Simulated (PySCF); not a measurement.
**Peak assignment**

Numbering as in the mapped SMILES `[CH3:1]/[CH:2]=[N:3]\[Si:4]([CH3:5])([CH3:6])[N:7]([CH3:8])[CH3:9]` (H(Xn): hydrogen on atom n).

Method: GFN2-xTB structure, shielding tensors at PBE0/pcSseg-1 (GIAO), in PySCF 2.14 (no relativistic terms, one computed conformer, gas phase, one averaged value for each set of equivalent atoms).

δ = σ(ref) − σ, references computed at the same level: TMS for $^{13}$C, $^{1}$H.

(1) Assign these signals to the numbered atoms. $^{13}$C{$^{1}$H} NMR (computed): δ 183.5 (CH), 39.4 (CH3), 30.3 (CH3), -1.4 (CH3).

(2) Assign these signals to the numbered atoms. $^{1}$H NMR (400 MHz, computed): δ 8.94 (q, 1H), 2.46 (s, 6H), 2.15 (d, 3H), 0.10 (s, 6H).

Results:

(1) 
183.5 → C2, C=N carbon
39.4 → C8/C9, methyl carbon bonded to N: pulled downfield by the heteroatom
30.3 → C1, methyl carbon: saturated and bonded to C and H only
-1.4 → C5/C6, methyl carbon bonded to Si: an electropositive neighbour leaves it electron-rich and shielded

(2) 
```tsv
δ (ppm)	atoms	environment	reason
8.94	H(C2)	hydrogen on a C=N carbon	–
2.46	H(C8)/H(C9)	hydrogen on a methyl carbon bonded to N	its carbon carries N, an electronegative neighbour
2.15	H(C1)	hydrogen on a methyl carbon	–
0.10	H(C5)/H(C6)	hydrogen on a methyl carbon bonded to Si	an electropositive neighbour shields it, as in TMS itself
```

Shifts are as computed. Against solution values, carbons near 30 ppm lie about +3 ppm off and those near 130 ppm about +5 ppm. Of 1309 compounds with measured shifts, 239 miss one by over three times the rms of a fit or turn the order of signals round; such compounds aren't used in these exercises. Multiplicities follow the n + 1 count of equivalent neighbours, as no J values were calculated; m marks all less simple cases, F and P coupling included.
